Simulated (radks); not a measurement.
Results of a calculation; reference values are marked as such.
As4+, configuration [Ne] 3s2 3p5 3d10 4s1 4f1 (not the ground configuration). Code: a radial shooting solver on a logarithmic mesh with Libxc functionals. Model: scalar-relativistic Kohn-Sham, r2SCAN, spin-polarised, spherical densities, finite nucleus; open shells are filled with parallel spins first; meta-GGA in the generalised Kohn-Sham scheme; Fermi nuclear charge, rms radius 4.0968 fm.

X-ray form factor f0, the Fourier transform of the density (f0(0) = 29):

sin(theta)/lambda (1/angstrom)  f0 (electrons)
0.05                                    28.590
0.1                                     27.588
0.15                                    26.372
0.2                                     25.103
0.25                                    23.780
0.3                                     22.397
0.4                                     19.568
0.5                                     16.874
0.6                                     14.473
0.8                                     10.774
1                                        8.453
1.25                                     6.839
1.5                                      5.907
2                                        4.573
